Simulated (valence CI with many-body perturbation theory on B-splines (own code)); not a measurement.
## Yb⁵⁵⁺: electric-dipole lines

Level of theory: configuration interaction combined with many-body perturbation theory (CI+MBPT): five valence electrons over a frozen Dirac-Fock core [Ne], radial functions for each j: 11 s, 11 p, 10 d, 8 f, 5 g, 2 h, with the one-electron correlation potential Σ1, the two-electron term Σ2, the three-electron term Σ3, Breit, model QED; selected CI, second order for the rest, scaled by the run's own slope (own B-spline code, finite nucleus).

The last digits are not significant, and no measured levels were compared; by estimate large intervals hold to a few tenths of a per cent, small ones and those within an open d or f shell to about a per cent. Among the levels kept, up to 3000 cm⁻¹ of a level comes from second order outside the variational space, and about a tenth of that is noise between levels of different J, which matters for small intervals.

Lines 151 to 200 of 558 in falling wavelength, among levels below 1133.1 eV, chosen from the strongest by gf and those to the six lowest levels. Wavelengths and rates use the calculated energies. Electric multipoles are in the length gauge, E1 and E2 with the static RPA response of the core. Weak lines are less certain than strong ones. Lines between different terms over intervals too small for the method are left out, as are lines whose strength nearly cancels. The highest levels of a list are the least certain.

Levels are named by their leading jj configuration (3d3/2^4 stands for four electrons in 3d with j = 3/2), which in mixed levels can hold well under half, so a name can repeat and another be missing. Letters in brackets count levels of one name in rising energy.

| λ vac (Å) | Upper | Lower | A (s⁻¹) | S (a.u.) |
| --- | --- | --- | --- | --- |
| 42.54 | (3s 3p1/2^2 3d3/2 3d5/2) J=3/2 [b] | (3s 3p1/2^2 3p3/2 3d3/2) J=3/2 [b] | 9.62e+10 | 1.46e-02 |
| 42.45 | (3s^2 3p1/2 3d3/2 3d5/2) J=5/2 [a] | (3s^2 3p1/2 3p3/2 3d3/2) J=3/2 [a] | 1.21e+11 | 2.75e-02 |
| 42.45 | (3s^2 3p1/2 3p3/2 3d5/2) J=3/2 [b] | (3s^2 3p1/2 3p3/2^2) J=1/2 | 2.00e+11 | 3.02e-02 |
| 42.38 | (3s 3p1/2 3p3/2^2 3d5/2) J=1/2 [c] | (3s 3p1/2 3p3/2^3) J=3/2 [b] | 1.44e+11 | 1.09e-02 |
| 42.36 | (3s 3p1/2 3p3/2^2 3d5/2) J=5/2 [c] | (3s 3p1/2 3p3/2^3) J=5/2 | 4.87e+10 | 1.10e-02 |
| 42.35 | (3s^2 3p3/2 3d3/2 3d5/2) J=3/2 [b] | (3s^2 3p3/2^2 3d3/2) J=3/2 [b] | 2.36e+11 | 3.54e-02 |
| 42.32 | (3s 3p1/2^2 3d3/2 3d5/2) J=7/2 [a] | (3s 3p1/2^2 3p3/2 3d3/2) J=5/2 [a] | 1.42e+11 | 4.25e-02 |
| 42.29 | (3s^2 3p1/2 3d3/2 3d5/2) J=9/2 | (3s^2 3p1/2 3p3/2 3d3/2) J=7/2 | 2.12e+11 | 7.90e-02 |
| 42.28 | (3s^2 3p1/2 3d3/2 3d5/2) J=3/2 [b] | (3s^2 3p1/2 3p3/2 3d3/2) J=3/2 [b] | 4.41e+10 | 6.58e-03 |
| 42.24 | (3s^2 3p1/2 3d3/2 3d5/2) J=3/2 [b] | (3s^2 3p1/2 3p3/2 3d3/2) J=1/2 [b] | 1.43e+11 | 2.13e-02 |
| 42.24 | (3s 3p1/2 3p3/2^2 3d5/2) J=3/2 [a] | (3s 3p1/2 3p3/2^3) J=3/2 [a] | 1.22e+11 | 1.82e-02 |
| 42.11 | (3s^2 3p3/2 3d5/2^2) J=5/2 | (3s^2 3p3/2^2 3d5/2) J=7/2 | 7.90e+10 | 1.75e-02 |
| 42.07 | (3s 3p1/2^2 3d5/2^2) J=1/2 | (3s 3p1/2^2 3p3/2 3d5/2) J=3/2 [b] | 2.41e+11 | 1.77e-02 |
| 42.05 | (3s 3p1/2 3p3/2^2 3d5/2) J=1/2 [c] | (3s 3p1/2 3p3/2^3) J=1/2 | 1.96e+11 | 1.44e-02 |
| 42.03 | (3s^2 3p1/2 3d5/2^2) J=7/2 | (3s^2 3p1/2 3p3/2 3d5/2) J=5/2 [a] | 2.20e+10 | 6.45e-03 |
| 42.02 | (3s^2 3p1/2 3d3/2 3d5/2) J=5/2 [a] | (3s^2 3p1/2 3p3/2 3d3/2) J=5/2 [a] | 1.03e+11 | 2.26e-02 |
| 42.01 | (3s 3p1/2^2 3d5/2^2) J=5/2 | (3s 3p1/2^2 3p3/2 3d5/2) J=3/2 [a] | 3.95e+10 | 8.67e-03 |
| 41.93 | (3s^2 3p3/2 3d5/2^2) J=7/2 | (3s^2 3p3/2^2 3d5/2) J=9/2 | 7.66e+10 | 2.23e-02 |
| 41.93 | (3s^2 3p1/2 3p3/2 3d5/2) J=1/2 | (3s^2 3p1/2 3p3/2^2) J=1/2 | 3.15e+11 | 2.29e-02 |
| 41.93 | (3s 3p1/2^2 3p3/2 3d5/2) J=7/2 [a] | (3s 3p1/2^2 3p3/2^2) J=5/2 | 2.16e+11 | 6.29e-02 |
| 41.91 | (3s 3p1/2^2 3d3/2 3d5/2) J=5/2 [a] | (3s 3p1/2^2 3p3/2 3d3/2) J=3/2 [a] | 1.51e+11 | 3.28e-02 |
| 41.86 | (3s 3p1/2 3p3/2^2 3d5/2) J=3/2 [d] | (3s 3p1/2 3p3/2^3) J=3/2 [b] | 2.03e+11 | 2.93e-02 |
| 41.85 | (3s^2 3p1/2 3d5/2^2) J=1/2 | (3s^2 3p1/2 3p3/2 3d5/2) J=1/2 | 1.17e+11 | 8.45e-03 |
| 41.81 | (3s 3p1/2^2 3p3/2 3d5/2) J=5/2 [b] | (3s 3p1/2^2 3p3/2^2) J=3/2 | 3.37e+11 | 7.29e-02 |
| 41.80 | (3s^2 3p1/2 3d3/2 3d5/2) J=7/2 [b] | (3s^2 3p1/2 3p3/2 3d3/2) J=5/2 [b] | 2.44e+11 | 7.04e-02 |
| 41.79 | (3s 3p1/2^2 3d5/2^2) J=5/2 | (3s 3p1/2^2 3p3/2 3d5/2) J=7/2 [a] | 4.86e+10 | 1.05e-02 |
| 41.68 | (3s 3p1/2^2 3p3/2 3d5/2) J=3/2 [b] | (3s 3p1/2^2 3p3/2^2) J=1/2 | 1.55e+11 | 2.22e-02 |
| 41.66 | (3s 3p1/2 3p3/2^2 3d5/2) J=5/2 [b] | (3s 3p1/2 3p3/2^3) J=3/2 [a] | 1.21e+11 | 2.58e-02 |
| 41.65 | (3s^2 3p3/2 3d5/2^2) J=7/2 | (3s^2 3p3/2^2 3d5/2) J=7/2 | 7.62e+10 | 2.17e-02 |
| 41.63 | (3s^2 3p1/2 3p3/2 3d5/2) J=5/2 [b] | (3s^2 3p1/2 3p3/2^2) J=5/2 | 9.11e+10 | 1.95e-02 |
| 41.58 | (3s^2 3p1/2 3d3/2 3d5/2) J=3/2 [a] | (3s^2 3p1/2 3p3/2 3d3/2) J=3/2 [a] | 1.53e+11 | 2.18e-02 |
| 41.57 | (3s^2 3p1/2 3d3/2 3d5/2) J=3/2 [a] | (3s^2 3p1/2 3p3/2 3d3/2) J=1/2 [a] | 8.92e+10 | 1.27e-02 |
| 41.56 | (3s^2 3p1/2 3p3/2 3d5/2) J=7/2 [b] | (3s^2 3p1/2 3p3/2^2) J=5/2 | 3.70e+11 | 1.05e-01 |
| 41.55 | (3s^2 3p1/2 3d5/2^2) J=9/2 | (3s^2 3p1/2 3p3/2 3d5/2) J=9/2 | 9.28e+10 | 3.29e-02 |
| 41.48 | (3s^2 3p3/2 3d3/2 3d5/2) J=5/2 [d] | (3s^2 3p3/2^2 3d3/2) J=3/2 [b] | 2.59e+11 | 5.47e-02 |
| 41.48 | (3s 3p1/2 3p3/2^2 3d5/2) J=5/2 [d] | (3s 3p1/2 3p3/2^3) J=5/2 | 1.04e+11 | 2.19e-02 |
| 41.36 | (3s 3p1/2^2 3d3/2 3d5/2) J=3/2 [a] | (3s 3p1/2^2 3p3/2 3d3/2) J=1/2 [a] | 1.41e+11 | 1.97e-02 |
| 41.34 | (3s^2 3p1/2 3d5/2^2) J=1/2 | (3s^2 3p1/2 3p3/2 3d5/2) J=3/2 [b] | 3.61e+11 | 2.52e-02 |
| 41.34 | (3s^2 3p1/2 3d3/2 3d5/2) J=1/2 | (3s^2 3p1/2 3p3/2 3d3/2) J=1/2 [a] | 2.26e+11 | 1.58e-02 |
| 41.25 | (3s 3p1/2 3p3/2^2 3d5/2) J=7/2 [d] | (3s 3p1/2 3p3/2^3) J=5/2 | 3.25e+10 | 9.00e-03 |
| 41.18 | (3s^2 3p3/2 3d5/2^2) J=9/2 | (3s^2 3p3/2^2 3d5/2) J=9/2 | 2.91e+11 | 1.00e-01 |
| 41.14 | (3s^2 3p3/2 3d3/2 3d5/2) J=1/2 [b] | (3s^2 3p3/2^2 3d3/2) J=3/2 [b] | 3.52e+11 | 2.42e-02 |
| 41.12 | (3s 3p1/2^2 3d3/2 3d5/2) J=9/2 | (3s 3p1/2^2 3p3/2 3d3/2) J=7/2 | 2.17e+11 | 7.44e-02 |
| 41.10 | (3s 3p1/2^2 3d3/2 3d5/2) J=3/2 [a] | (3s 3p1/2^2 3p3/2 3d3/2) J=3/2 [a] | 5.02e+10 | 6.88e-03 |
| 41.07 | (3s^2 3p3/2 3d3/2^2) J=5/2 | (3s 3p1/2 3p3/2^3) J=5/2 | 5.78e+10 | 1.19e-02 |
| 41.06 | (3s 3p1/2^2 3d5/2^2) J=1/2 | (3s 3p1/2^2 3p3/2 3d5/2) J=1/2 | 1.15e+11 | 7.89e-03 |
| 40.96 | (3s^2 3p3/2 3d3/2 3d5/2) J=7/2 [c] | (3s^2 3p3/2^2 3d3/2) J=5/2 | 4.69e+11 | 1.27e-01 |
| 40.95 | (3s 3p1/2 3p3/2^2 3d5/2) J=5/2 [f] | (3s 3p1/2 3p3/2^3) J=3/2 [b] | 4.66e+11 | 9.47e-02 |
| 40.92 | (3s^2 3p3/2 3d3/2 3d5/2) J=7/2 [c] | (3s^2 3p3/2^2 3d3/2) J=7/2 | 2.39e+10 | 6.47e-03 |
| 40.91 | (3s^2 3p3/2 3d5/2^2) J=9/2 | (3s^2 3p3/2^2 3d5/2) J=7/2 | 2.39e+11 | 8.08e-02 |
